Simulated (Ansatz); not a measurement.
Compare A (`CC[N](CC)[Hf]([Cl])([Cl])[N](C)C`) with its isomer B (`CC(C)[NH][Hf]([Cl])([Cl])[NH]C(C)C`).

Isolated molecules relaxed with PBE0-D4/def2-TZVP in Ansatz; ΔE leaves out vibrations. CBS: MP2 limit from def2 TZ/QZ plus the TZ coupled-cluster correction, frozen cores. Functionals use def2-TZVPP. B3LYP here is the variant with VWN-RPA as its local correlation; programs differ in this. Elements past krypton have def2 core potentials. For Hf outer-core shells are correlated without core-valence functions, which leaves a few kJ/mol of doubt a bond. Each species was taken in one conformer, which may not be the lowest.

Problem. Which isomer does CCSD(T)/CBS put lower? Give the gap. (Best estimate.)

Solution. The calculation gave: B, by 72.9 kJ/mol.

Problem. Give E(B) − E(A) in kJ/mol with HF/def2-TZVPP, MP2/def2-TZVPP, B3LYP, B2PLYP, CCSD/def2-TZVPP, ωB97M-V, BLYP-D4. (Estimate.)

Solution. The calculation gave: HF/def2-TZVPP -80.0, MP2/def2-TZVPP -68.9, B3LYP -69.4, B2PLYP -69.3, CCSD/def2-TZVPP -72.3, ωB97M-V -74.4, BLYP-D4 -61.6. None reverses the order clearly.

Largest T1 diagnostic: 0.013.

In def2-TZVPP, CCSD(T) changes the Hartree–Fock value by +10.4 kJ/mol (the triples alone add +2.8 kJ/mol) and MP2 by +11.1 kJ/mol. From PBE to PBE0 (25 % exact exchange), in def2-TZVPP and without D4, E(B) − E(A) moves by −4.6 kJ/mol.
